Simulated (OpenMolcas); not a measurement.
# Ti2+: ligand-field states by method

Ti2+ with its 6 nearest fluoride ions at 2.317 Å, on the Na site of NaF (a = 4.634 Å, distance in the model lattice 2.317 Å). The rest of the host is ab initio model potentials to 7.6 Å, with orthogonalisation functions on the cations behind the ligands, and point charges beyond; the distance is set by hand and nothing relaxes, and no local charge compensation is placed. Ligand basis ANO-RCC-VDZP.
```
Ti    0.0000    0.0000    0.0000
F     2.3170    0.0000    0.0000
F     0.0000    2.3170    0.0000
F    -2.3170    0.0000    0.0000
F     0.0000   -2.3170    0.0000
F     0.0000    0.0000    2.3170
F     0.0000    0.0000   -2.3170
```

```yaml
Program: OpenMolcas 26.06
Basis: ANO-RCC-VTZP [6s5p3d2f1g]
Scalar_Hamiltonian: DKH2, point nucleus
Active_space: 2 electrons in 5 orbitals (3d)
State_averaging: 2S+1 = 3 even, 10 roots; 2S+1 = 1 even, 15 roots
Spin-orbit_coupling: state interaction with AMFI integrals over the reference wave functions
```

I. CASSCF
II. SS-CASPT2, IPEA 0.25 Eh, imaginary shift 0.1 Eh (closed shells correlated: 3s 3p and the ligand valence shells)

Spin-free states (labels of O, the rotations of Oh) in cm-1, each column counted from its own energy of the first state listed:

```
State  Degeneracy      I     II
  3T1           3      0      0
  3T2           3   7472   8580
  1T2           3  11934   9040
   1E           2  12293   9740
  3A2           1  16231  18040
  3T1           3  19497  17790
  1T2           3  21907  19690
  1A1           1  22751  18400
  1T1           3  24290  22320
   1E           2  30687  29380
  1A1           1  50690  43170
```

From I to II, I's first state of the same spin (3T2) moves from 7472 to 8580 cm-1, by about +1100 cm-1.

From I to II, I's first state of another spin (1T2) moves from 11934 to 9040 cm-1, by about -2900 cm-1.

I: A least-squares ligand-field fit to the states below 45000 cm-1, each weighted by its degeneracy and with a free common offset, gives 10Dq = 8906 cm-1, B = 865 cm-1 and C = 3197 cm-1 (C/B = 3.70), with an rms deviation of 157 cm-1. The same method and metal basis give the free ion B = 891 cm-1 (fit to its terms below 60000 cm-1, rms deviation 68 cm-1), so the nephelauxetic ratio is β = 865 / 891 = 0.97; it hangs on how both fits weigh the states, and computed free-ion B values tend to be too large, so β mixes covalency with correlation.

II: A least-squares ligand-field fit to the states below 45000 cm-1, each weighted by its degeneracy and with a free common offset, gives 10Dq = 9866 cm-1, B = 691 cm-1 and C = 2409 cm-1 (C/B = 3.49), with an rms deviation of 290 cm-1. The same method and metal basis give the free ion B = 791 cm-1 (fit to its terms below 60000 cm-1, rms deviation 557 cm-1), so the nephelauxetic ratio is β = 691 / 791 = 0.87; it hangs on how both fits weigh the states, and computed free-ion B values tend to be too large, so β mixes covalency with correlation.

From I to II, 10Dq changes by +11 %, B by -20 % and C by -25 %.

χT at 300 K: I 1.11, II 1.11 cm3 K/mol.

Roots that are degenerate in the reference are averaged as groups; the widest CASPT2 spread within a group is 120 cm-1 (the 3-fold group of multiplicity 1 near 22300 cm-1 above the lowest state of its run, II). Shifts and gaps below about the spread of the groups concerned are not significant. Over all roots computed the reference weight is 0.73 to 0.75 in II; a low but even weight reflects the number of correlated electrons. An orbital triplet at a regular site is open to Jahn-Teller coupling, which can distort the site and quench the lowest spin-orbit gaps and is left out. Ligand-to-metal charge-transfer states are missing. With no ligand orbital active B as a rule stays too high, so bands that hang on it stand too high and its fall with covalency is understated. Without dynamic correlation the repulsion within the d shell is too large (B by tens of per cent), so at a given field states of lower spin stand too high (holds for I). With metal d orbitals alone and no dynamic correlation 10Dq can be off by a tenth to a fifth, either way, in oxide and fluoride hosts (holds for I). With one d shell and no ligand orbital active, 10Dq can be off by tens of per cent for divalent 3d ions, low with halides held by bare charges and at times high in hosts (holds for II). Free-ion shares, where given, are those of the reference states; single-state CASPT2 does not remix them (holds for II). The distance lies 4 % over the 2.221 Å that this model takes as the normal distance (a Shannon-type radius plus a fixed donor radius, weighted with the host); by an R⁻⁵ law this alone changes a d-shell field by about -19 %. No measured value stands beside these numbers; the geometry was set by hand and not optimised.
